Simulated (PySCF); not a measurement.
Ionisation energy of Re²⁺ by level of theory

Re²⁺ [Xe] 4f14 5d5 (6S) → Re³⁺ [Xe] 4f14 5d4 (5D), as a difference of total energies. Calculation: PySCF 2.14, in x2c-TZVPPall (11s7p7d3f1g, 97 functions); scalar relativity by spin-free X2C-1e. Correlated levels: valence: [Xe] 4f14 frozen. The calculations carry no spin-orbit coupling.

| method | ionisation energy (eV) |
| --- | --- |
| UHF | 27.252 |
| MP2 (valence) | 27.783 |
| SCS-MP2 (valence) | 27.429 |
| CCSD (valence) | 27.827 |
| CCSD(T) (valence) | 27.838 |

Task: How much does correlation contribute at CCSD(T) (valence)?

Result: 27.838 − (27.252) = 0.586 eV, measured against UHF.

A first-order spin-orbit estimate (lowest level to lowest level, LS coupling) adds -0.663 eV.

Errors of the correlated levels include the incompleteness of this basis and the frozen core.

For comparison: 27 ± 1.6 eV (theoretical estimate listed by NIST; NIST Atomic Spectra Database, ionization energies).
